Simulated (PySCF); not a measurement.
Gas-phase reaction: CH3I + CH + Cl = HI + C2H3Cl

Computed with PySCF and rigid-rotor harmonic-oscillator thermochemistry at 1 bar. † marks an energy on the PBE0/def2-TZVP geometry and frequencies; other levels use their own. Open shells (unrestricted): CH (multiplicity 2), Cl (multiplicity 2); the rest are closed-shell singlets. Spin-orbit splitting is ignored; it lowers the true energy and changes the entropy of CH, Cl. I: scalar-relativistic def2 core potential, no spin-orbit coupling. Warning, spin contamination: CH (PBE0/def2-QZVP†, PBE0/def2-TZVP, LDA/def2-TZVP†, ωB97X-V/def2-TZVP†).

ωB97X-V/def2-TZVP† gives ΔH°(298 K) = -683 kJ.

Problem. What do PBE0/def2-QZVP†, LDA/def2-TZVP†, PBE0/def2-TZVP give?

Solution. PBE0/def2-QZVP†: -698 kJ; LDA/def2-TZVP†: -837 kJ; PBE0/def2-TZVP: -698 kJ. For scale, ΔH°(298 K) is -683 kJ at this level, -691 kJ at ωB97M-V/def2-TZVP†, and runs from -837 to -672 kJ over the 13 levels computed.
